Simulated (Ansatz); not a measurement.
Geometry optimisation, RKS PBE/def2-mTZVP (Ansatz).

The input (input.yaml):

```yaml
crystal:
  periodic: [false, false, false]
  atoms:
    - { symbol: C, position_ang: [-1.294, 0.8734, -0.441] }
    - { symbol: Sn, position_ang: [0.3168, -0.1637, 0.3592] }
    - { symbol: "N", position_ang: [1.2474, -1.1786, -1.1649] }
    - { symbol: O, position_ang: [-0.2542, -1.4368, 1.7154] }
    - { symbol: Br, position_ang: [1.9268, 1.4508, 1.4134] }
    - { symbol: H, position_ang: [-0.9782, 1.6543, -1.2151] }
    - { symbol: H, position_ang: [-1.8315, 1.4703, 0.3648] }
    - { symbol: H, position_ang: [-2.0109, 0.2229, -0.9318] }
    - { symbol: H, position_ang: [1.6285, -0.4433, -1.7826] }
    - { symbol: H, position_ang: [2.1274, -1.6199, -0.7009] }
    - { symbol: H, position_ang: [-0.8128, -0.8864, 2.4041] }
basis:
  gaussian: { orbitals: def2-mTZVP }
hamiltonian:
  xc: pbe
relax:
  f_tol: 0.015
  max_steps: 40
```

Run as:

```bash
$ ansatz run input.yaml --threads 2 --pin off --max-ram 3072MiB --backend cpu --events-out ev --progress --plain --runs-dir out
```

Where does it end, and by what steps?

The run converged. After 9 steps the energy has fallen by 0.437 eV; H11 moved furthest, 0.82 Å.

| step | energy less start (eV) | largest force component (eV/Å) | accepted |
| --- | --- | --- | --- |
| 0 | 0.0000 | 2.614 | yes |
| 1 | -0.3090 | 1.147 | yes |
| 2 | -0.3604 | 1.480 | yes |
| 3 | -0.3877 | 1.144 | yes |
| 4 | -0.4298 | 0.182 | yes |
| 5 | -0.4280 | 0.351 | no |
| 6 | -0.4334 | 0.030 | yes |
| 7 | -0.4345 | 0.204 | yes |
| 8 | -0.4362 | 0.035 | yes |
| 9 | -0.4366 | 0.008 | yes |

```xyz
11
Properties=species:S:1:pos:R:3
C -1.407 1.031 -0.549
Sn 0.243 -0.054 0.299
N 1.254 -1.165 -1.097
O -0.346 -1.437 1.621
Br 1.708 1.574 1.616
H -1.034 1.743 -1.295
H -1.924 1.573 0.250
H -2.093 0.319 -1.025
H 1.869 -0.594 -1.687
H 1.851 -1.858 -0.634
H -0.055 -1.190 2.520
```

Whether the end is a true minimum wasn't checked by a vibrational analysis.

Time of the run: 32 s on 2 threads of AMD EPYC 9B14 (Zen 4), with other jobs on the host, peak memory 0.24 GiB.
